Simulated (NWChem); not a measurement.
# SiH₃O₃, doublet; SMILES O[Si](O)O

```xyz
7

O     -1.4766    -0.1291     0.2097
Si     0.0932     0.0138    -0.3161
O      0.9309    -1.2656     0.3486
O      0.6008     1.4963     0.2265
H     -1.8459    -1.0178     0.1990
H      1.8090    -1.4239    -0.0122
H     -0.0413     1.9516     0.7845
```
Atoms are numbered in this order, from 1.

Level: PBE0/def2-SVP, spin-unrestricted (NWChem), optimised geometry, unscaled harmonic frequencies. 

List the harmonic frequencies with IR intensities, and the thermochemistry.


```json
[
 {"frequency (cm⁻¹)": "100", "IR intensity (km/mol)": "191.3"},
 {"frequency (cm⁻¹)": "201", "IR intensity (km/mol)": "45.2"},
 {"frequency (cm⁻¹)": "224", "IR intensity (km/mol)": "51.1"},
 {"frequency (cm⁻¹)": "281", "IR intensity (km/mol)": "5.5"},
 {"frequency (cm⁻¹)": "313", "IR intensity (km/mol)": "43.0"},
 {"frequency (cm⁻¹)": "385", "IR intensity (km/mol)": "77.6"},
 {"frequency (cm⁻¹)": "769", "IR intensity (km/mol)": "104.3"},
 {"frequency (cm⁻¹)": "787", "IR intensity (km/mol)": "104.9"},
 {"frequency (cm⁻¹)": "793", "IR intensity (km/mol)": "192.3"},
 {"frequency (cm⁻¹)": "814", "IR intensity (km/mol)": "146.7"},
 {"frequency (cm⁻¹)": "933", "IR intensity (km/mol)": "132.0"},
 {"frequency (cm⁻¹)": "959", "IR intensity (km/mol)": "149.0"},
 {"frequency (cm⁻¹)": "3884", "IR intensity (km/mol)": "96.8"},
 {"frequency (cm⁻¹)": "3924", "IR intensity (km/mol)": "140.7"},
 {"frequency (cm⁻¹)": "3926", "IR intensity (km/mol)": "84.6"}
]
```

| Property | Value |
|---|---|
| zero-point energy | 26.1 kcal/mol |
| thermal correction to the enthalpy at 298.15 K (with zero-point energy) | 30.6 kcal/mol |
| heat capacity Cv | 20.0 cal/(mol K) |
| entropy at 298.15 K and 1 atm (symmetry number 1, electronic part: spin degeneracy alone) | 77.8 cal/(mol K) |
| dipole moment | 1.11 D |

Rigid rotor and harmonic oscillator; modes under 100 cm⁻¹ make the entropy uncertain.
